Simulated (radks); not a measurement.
Values are calculated unless marked as measured or tabulated.
Xe46+, 8 electrons, occupied as [He] 2s2 2p4 (the NIST ground configuration). Level of theory: scalar-relativistic Kohn-Sham, r2SCAN, spin-polarised, spherical densities, finite nucleus; open shells are filled with parallel spins first (spin-orbit coupling, left out, can overturn this in heavy ions); meta-GGA in the generalised Kohn-Sham scheme; Fermi nuclear charge, rms radius 4.7859 fm (a radial shooting solver on a logarithmic mesh with Libxc functionals).

Radial electron density D(r) = 4 pi r^2 rho(r):

r (bohr),D(r) (e/bohr),spin D(r)
0.001151,2.630,-0.000205
0.001287,3.184,-0.000209
0.001429,3.796,-0.000197
0.001598,4.579,-0.000153
0.001773,5.440,-0.0000672
0.001983,6.533,0.000103
0.0022,7.725,0.000373
0.002461,9.226,0.000849
0.002731,10.85,0.00155
0.003055,12.87,0.00272
0.003389,15.02,0.00438
0.003791,17.67,0.00708
0.004207,20.45,0.0108
0.004705,23.80,0.0168
0.005221,27.25,0.0250
0.005839,31.30,0.0379
0.006479,35.36,0.0553
0.007247,39.97,0.0824
0.008042,44.40,0.118
0.008995,49.21,0.174
0.009981,53.56,0.247
0.01116,57.93,0.357
0.01239,61.49,0.499
0.01385,64.57,0.709
0.01537,66.53,0.976
0.0172,67.47,1.36
0.01908,67.16,1.84
0.02134,65.53,2.51
0.02368,62.94,3.31
0.02649,59.26,4.40
0.02939,55.42,5.64
0.03287,51.39,7.24
0.03648,48.31,8.96
0.0408,46.26,11.0
0.04527,45.90,13.1
0.05063,47.25,15.3
0.05618,49.89,17.1
0.06284,53.51,18.8
0.06973,56.71,19.7
0.07799,58.86,20.0
0.08654,58.73,19.3
0.0968,55.69,17.7
0.1074,50.15,15.4
0.1201,41.87,12.5
0.1333,33.00,9.61
0.1491,23.48,6.69
0.1654,15.70,4.40
0.1851,9.188,2.54
0.2053,5.026,1.38
0.2297,2.314,0.628
0.2548,0.9894,0.268
0.285,0.3394,0.0917
0.3163,0.1072,0.0290
0.3538,0.02559,0.00696
0.3925,0.005561,0.00152
0.4391,0.0008494,0.000235
0.4872,0.0001164,0.0000326

D(r) has 2 maxima, at r = 0.0176, 0.0818 bohr, and minima at 0.0442 bohr, inside which lie 2.20 electrons.
